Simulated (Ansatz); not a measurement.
Geometry optimisation, RKS B3LYP/def2-SVP in Ansatz 0.2.0.

input.yaml

```yaml
crystal:
  periodic: [false, false, false]
  atoms:
    - { symbol: Ga, position_ang: [-1.27434, -0.218682, 1.155233] }
    - { symbol: C, position_ang: [0.861823, 0.785797, -1.125034] }
    - { symbol: H, position_ang: [-2.286833, -0.674235, 0.052824] }
    - { symbol: H, position_ang: [-1.31915, 1.103241, 1.989485] }
    - { symbol: H, position_ang: [0.964138, 0.039626, -0.339593] }
    - { symbol: S, position_ang: [0.423506, -1.606029, 1.692546] }
    - { symbol: H, position_ang: [0.602783, 1.767142, -0.699744] }
    - { symbol: H, position_ang: [1.822097, 0.875853, -1.652574] }
    - { symbol: H, position_ang: [0.087831, 0.480213, -1.844654] }
    - { symbol: H, position_ang: [0.118044, -2.552827, 0.77161] }
basis:
  gaussian: { orbitals: def2-SVP }
hamiltonian:
  xc: b3lyp
relax:
  f_tol: 0.03
  max_steps: 50
```

Run as:

```bash
$ ansatz run input.yaml --threads 2 --pin off --max-ram 3072MiB --backend cpu --events-out ev --progress --plain --runs-dir out
```

**Question.** Where does it end, and by what steps?

**Answer.** It converged. After 6 steps the energy has fallen by 0.096 eV; S6 moved furthest, 0.46 Å.

```tsv
step	energy less start (eV)	largest force component (eV/Å)	accepted
0	0.0000	0.434	yes
1	-0.0645	0.212	yes
2	-0.0805	0.157	yes
3	-0.0923	0.065	yes
4	-0.0953	0.035	yes
5	-0.0958	0.036	yes
6	-0.0960	0.008	yes
```

```xyz
10
Properties=species:S:1:pos:R:3
Ga -1.376 -0.356 1.346
C 1.007 0.936 -1.349
H -2.279 -0.740 0.126
H -1.441 0.963 2.184
H 1.270 0.139 -0.639
S 0.165 -1.809 2.020
H 0.676 1.830 -0.801
H 1.890 1.190 -1.952
H 0.201 0.590 -2.013
H -0.112 -2.742 1.079
```

Time of the run: 18 s on 2 threads of AMD EPYC 7R32 (Zen 2), with other jobs on the host, peak memory 0.23 GiB.
